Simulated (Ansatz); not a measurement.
Z-matrix (Å, degrees):
```
C
O 1 1.439
Si 1 2.163 2 50.3
Ge 1 1.987 2 111.8 3 -119.3
O 1 1.439 2 100.6 3 -0.5
H 1 1.096 2 109.7 3 115.1
H 3 1.484 1 124.9 2 90.3
H 3 1.482 1 125.5 2 -89.7
H 4 1.536 1 109.4 2 175.8
H 4 1.536 1 109.4 2 -63.9
H 4 1.535 1 107.4 2 55.9
```

Charge 0, multiplicity 1.

Task: List the PBE0/def2-TZVPP orbital energies in eV (Ansatz 0.2.0). (Estimate.)

Result: Computed: Occupied: -10859.85, -1803.90, -1358.14, -1207.95, -1207.94, -1207.94, -522.97, -522.97, -281.30, -170.86, -146.09, -120.64, -120.64, -120.64, -100.81, -100.74, -100.70, -33.49, -33.49, -33.48, -33.42, -33.41, -30.40, -27.15, -18.71, -15.57, -14.46, -13.96, -13.68, -12.56, -10.67, -9.91, -9.80, -9.62, -9.47, -9.30, -7.36. Lowest empty: -0.66, 0.54, 1.27, 1.39, 1.69, 1.83, 1.98, 2.46.
